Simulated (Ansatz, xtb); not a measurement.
C6H12O: which of two isomers lies lower

Structure I is `COC1(C)CCC1`, a singlet and structure II is `CO[C@H]1C[C@H](C)C1`, a singlet. Both are isolated molecules in the gas phase, relaxed with B3LYP-D3(BJ)/def2-SVP; the shapes shown needn't be the lowest conformers.

I (Å):

```xyz
19

C    -1.9249    2.1275    0.6722
C    -0.1693    0.6193    1.2664
C    -0.5206    0.5129    2.7476
C     0.6084   -0.6070    0.7368
C     1.9267    0.1896    0.8957
C     1.0944    1.4929    0.9913
O    -1.3019    0.8868    0.4646
H    -1.2094    2.9709    0.6057
H    -2.4393    2.1941    1.6499
H    -2.6788    2.2527   -0.1189
H    -0.8576    1.4772    3.1589
H     0.3561    0.1946    3.3318
H    -1.3218   -0.2294    2.8905
H     0.3474   -0.7742   -0.3178
H     0.4975   -1.5504    1.2930
H     2.4513   -0.0434    1.8347
H     2.6511    0.1224    0.0712
H     1.3813    2.2345    1.7529
H     1.0062    1.9915    0.0148
```

II (Å):

```xyz
19

C    -0.6478   -1.9937   -1.7551
C    -0.0715   -0.4013   -0.1324
C     1.2700    0.2206   -0.6079
C     1.0714    1.3522    0.4419
C     1.8830    1.1762    1.7196
C    -0.4201    0.9256    0.5593
O    -0.9999   -0.8049   -1.0990
H    -1.4398   -2.2260   -2.4819
H     0.3127   -1.9027   -2.3005
H    -0.5559   -2.8441   -1.0485
H     0.1009   -1.2210    0.5947
H     1.1688    0.5913   -1.6391
H     2.1846   -0.3878   -0.5271
H     1.2227    2.3689    0.0466
H     1.7539    0.1663    2.1438
H     1.5738    1.9015    2.4900
H     2.9594    1.3218    1.5309
H    -1.0767    1.5180   -0.0945
H    -0.8606    0.8770    1.5672
```

**Question.** Estimate E(II) − E(I) at the level CCSD(T)/def2-SVP + ΔMP2/def2-TZVPP.

**Answer.** CCSD(T)/def2-SVP + ΔMP2/def2-TZVPP gives E(II) − E(I) = +1.97 kcal/mol, slightly favouring structure I, which is too small a margin to settle the true order.

How the difference moves with the method:

| level | geometry | E(II) − E(I) (kcal/mol) | departure from the last row (kcal/mol) | job, with rough time for the two |
| --- | --- | --- | --- | --- |
| GFN2-xTB | GFN2-xTB | +0.66 | −1.31 | optimisation, 0.51 s |
| HF/STO-3G | GFN2-xTB | −0.24 | −2.21 | single point, 1.2 s |
| r2SCAN-D4/def2-SVP | GFN2-xTB | +1.86 | −0.10 | single point, 14 s |
| B3LYP-D3(BJ)/def2-SVP | B3LYP-D3(BJ)/def2-SVP | +1.33 | −0.64 | optimisation, 3.1 min |
| HF/def2-SVP | B3LYP-D3(BJ)/def2-SVP | +0.17 | −1.80 | part of the CCSD(T) run |
| MP2/def2-SVP | B3LYP-D3(BJ)/def2-SVP | +2.16 | +0.19 | part of the CCSD(T) run |
| CCSD(T)/def2-SVP | B3LYP-D3(BJ)/def2-SVP | +1.95 | −0.02 | single point |
| CCSD(T)/def2-SVP + ΔMP2/def2-TZVPP | B3LYP-D3(BJ)/def2-SVP | +1.97 |  | single point, 7.2 min |

As drawn, both hold the same kinds of bond in the same numbers.

HF/STO-3G, HF/def2-SVP find them nearly level. The largest departure from CCSD(T)/def2-SVP + ΔMP2/def2-TZVPP is that of HF/STO-3G, 2.21 kcal/mol. The last row adds to CCSD(T) the change of the MP2 difference between the two basis sets, here +0.02 kcal/mol.

With thermal terms from frequencies at re-optimised GFN2-xTB minima (ideal gas, soft modes damped towards free rotors, one conformer each, 298.15 K, 1 atm): the zero-point term adds +0.09 kcal/mol; ΔH is +2.09 and ΔG +1.78 kcal/mol.

The correlated steps freeze 7 core orbitals. Mirror images aren't counted in ΔG. Codes used: Ansatz 0.2.0, xtb 6.7.1; the last row on 2 threads of Arm Neoverse N1 on a shared host.
